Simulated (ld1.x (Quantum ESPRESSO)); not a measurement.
## Configuration tests for zinc (RRKJ)

- Element: zinc
- Generator: ld1.x (Quantum ESPRESSO) 7.5
- Type: norm-conserving RRKJ (Kleinman–Bylander form)
- Functional: BP86
- Relativity: scalar-relativistic
- Frozen core: [Ar] 3d10
- Valence charge: 2
- Reference configuration: 4s1.5 4p0.5
- Partial waves: 4p (bound): rc 2.10 bohr; 4s (bound): rc 1.75 bohr
- Local potential: the s channel
- Core correction: a·sin(br)/r model core inside 1.75 bohr
- rho0: 0.001

Energies are relative to the spin-unpolarised reference configuration 4s1.5 4p0.5; without spin polarisation the order of configurations can differ from experiment. The frozen-core shift is the all-electron ΔE with the core orbitals held at their reference shape minus the fully relaxed ΔE.

```json
{"valence configuration": "4s2 4p0", "charge": "0", "ΔE all-electron (eV)": "-2.522", "error AE − PS (meV)": "-8.6", "frozen-core shift (meV)": "+8.9"}
{"valence configuration": "4s1 4p0", "charge": "+1", "ΔE all-electron (eV)": "7.563", "error AE − PS (meV)": "-63", "frozen-core shift (meV)": "+66"}
{"valence configuration": "4s1.5 4p0", "charge": "+0.5", "ΔE all-electron (eV)": "1.515", "error AE − PS (meV)": "-4.6", "frozen-core shift (meV)": "+4.7"}
{"valence configuration": "4s0 4p2", "charge": "0", "ΔE all-electron (eV)": "8.111", "error AE − PS (meV)": "-74", "frozen-core shift (meV)": "+75"}
{"valence configuration": "4s0 4p1", "charge": "+1", "ΔE all-electron (eV)": "13.935", "error AE − PS (meV)": "-171", "frozen-core shift (meV)": "+178"}
{"valence configuration": "4s1 4p1", "charge": "0", "ΔE all-electron (eV)": "2.614", "error AE − PS (meV)": "-8.8", "frozen-core shift (meV)": "+8.9"}
```

Levels in the configuration 4s1 4p0:

```csv
level,all-electron (eV),pseudo (eV)
4s,-14.193,-14.396
```
